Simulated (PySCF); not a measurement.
C₄H₅ClSSi.
Bonds: Si1–C2, C2–C3 (aromatic), C3–C4 (aromatic), C4–C5 (aromatic), C5–Cl6, C5–S7 (aromatic), C2–S7 (aromatic). Hydrogens: H8, H9, H10 on Si1; H11 on C3; H12 on C4.

A GFN2-xTB structure was refined with PBE0-D3(BJ)/def2-SVP geometry optimisation, gas phase (PySCF). Its GFN2-xTB values:

```tsv
coordinate	GFN2-xTB
Si1–C2	1.877 Å
Si1–H8	1.463 Å
Si1–H10	1.463 Å
C2–C3	1.364 Å
C2–S7	1.737 Å
C3–C4	1.410 Å
C3–H11	1.075 Å
C4–C5	1.361 Å
C4–H12	1.074 Å
C5–Cl6	1.710 Å
C5–S7	1.731 Å
Si1–C2–C3	129.1°
Si1–C2–S7	120.6°
C2–C3–C4	114.4°
C2–S7–C5	91.2°
C3–C2–S7	110.4°
C3–C4–C5	111.8°
C4–C5–Cl6	126.9°
Cl6–C5–S7	120.9°
```

Task: How do these coordinates change at the PBE0-D3(BJ)/def2-SVP level?

Result: 
| coordinate | PBE0-D3(BJ)/def2-SVP (Å or °) | change |
| --- | --- | --- |
| Si1–H10 | 1.494 | +0.031 |
| Si1–H8 | 1.494 | +0.031 |
| C3–H11 | 1.092 | +0.017 |
| C4–H12 | 1.090 | +0.016 |
| C2–C3 | 1.380 | +0.016 |
| C4–C5 | 1.371 | +0.010 |
| C3–C4 | 1.420 | +0.010 |
| Si1–C2 | 1.867 | -0.010 |
| C2–S7 | 1.729 | -0.008 |
| C5–S7 | 1.725 | -0.006 |
| C5–Cl6 | 1.709 | -0.001 |
| Si1–C2–S7 | 122.9 | +2.3 |
| Si1–C2–C3 | 127.0 | -2.1 |
| C2–S7–C5 | 92.1 | +0.9 |
| C3–C4–C5 | 111.5 | -0.3 |
| C2–C3–C4 | 114.2 | -0.2 |
| C3–C2–S7 | 110.1 | -0.3 |
| C4–C5–Cl6 | 127.1 | +0.2 |
| Cl6–C5–S7 | 120.7 | -0.2 |

The energy falls by 0.060 eV over 6 energy and gradient evaluations, the largest force component goes from 0.0180 to 1.4e-04 Eh/bohr, and the atoms move by 0.035 Å rms after alignment. Among the bonds, Si1–H8, Si1–H9 and Si1–H10 change most and about equally (+0.030 to +0.031 Å). Bonds longer at the end by more than 0.005 Å: 8 of 12; shorter: 3. Rotational constants go from 4783, 783.2, 678.2 to 4785, 779.3, 675.4 MHz.

The run used 135 basis functions and 37 SCF cycles in all. The run took 32 s on one thread, Arm Neoverse V1 (aarch64), no GPU, shared host, and the process peaked at 0.74 GiB of memory.

PBE0-D3(BJ)/def2-SVP frequencies: not computed here.
